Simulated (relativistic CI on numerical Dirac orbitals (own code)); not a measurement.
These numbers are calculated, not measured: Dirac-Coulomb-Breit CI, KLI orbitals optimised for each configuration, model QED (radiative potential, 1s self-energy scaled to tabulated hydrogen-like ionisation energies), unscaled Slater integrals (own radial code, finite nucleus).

Configurations in the expansion (outside the closed core 1s2): 2s2 2p3, 2s 2p4, 2p5, 2p4 3s, 2p4 3p, 2p4 3d, 2s2 2p2 3s, 2s2 2p2 3p, 2s2 2p2 3d, 2s 2p3 3s, 2s 2p3 3p, 2s 2p3 3d, 2s2 2p2 4s, 2s2 2p2 4p, 2s2 2p2 4d, 2s2 2p2 4f, 2s2 2p 3s2, 2s 2p3 4s, 2s 2p3 4p, 2s2 2p 3s 3p, 2s 2p3 4d, 2s 2p3 4f, 2s2 2p2 5s, 2s2 2p 3s 3d, 2s2 2p2 5p, 2s2 2p 3p2, 2s2 2p2 5d, 2s2 2p2 5f, 2s2 2p2 5g, 2s2 2p 3p 3d, 2s 2p2 3s2, 2s2 2p 3d2, 2s 2p2 3s 3p, 2s 2p2 3s 3d, 2s 2p2 3p2, 2s 2p2 3p 3d. Levels of other configurations are missing.

At this charge energies of transitions that change n are usually good to better than 1 %, and those within a shell (Δn = 0) to a few per cent.

Outline of the computed level scheme of Lu LXV. Lowest level of each configuration: 2s2 2p3 2P°_3/2 at 0.00 eV; 2s 2p4 4P_5/2 at 1469.96 eV; 2p5 2P°_3/2 at 3111.22 eV; 2s2 2p2 3s 4P_1/2 at 8095.86 eV; 2s2 2p2 3p 2P°_1/2 at 8194.38 eV; 2s2 2p2 3d 2D_3/2 at 8634.12 eV; 2s 2p3 3s 4P°_5/2 at 9538.31 eV; 2s 2p3 3p 4P_3/2 at 9647.10 eV.

Some strong electric-dipole decays among the lowest 45 levels: 2s2 2p2 3d 2D_5/2 → 2s2 2p3 2P°_3/2 (1.2e+15 s⁻¹); 2s 2p3 3p 2P_1/2 → 2s2 2p3 2P°_3/2 (5.2e+14 s⁻¹); 2s 2p3 3p 2D_5/2 → 2s2 2p3 2P°_3/2 (4.6e+14 s⁻¹); 2s 2p3 3p 2D_3/2 → 2s2 2p3 2P°_3/2 (3.6e+14 s⁻¹); 2s2 2p2 3d 2D_3/2 → 2s2 2p3 2P°_3/2 (2.2e+14 s⁻¹); 2s2 2p2 3s 4P_1/2 → 2s2 2p3 2P°_3/2 (1.9e+14 s⁻¹); 2s 2p3 3p 4P_3/2 → 2s2 2p3 2P°_3/2 (1.8e+14 s⁻¹); 2s2 2p2 3d 4F_3/2 → 2s2 2p3 2P°_3/2 (1.7e+14 s⁻¹).

LS names give the leading component of a level, which can be under half, so a name can repeat, a term be missing and a line seem to break the LS rules.
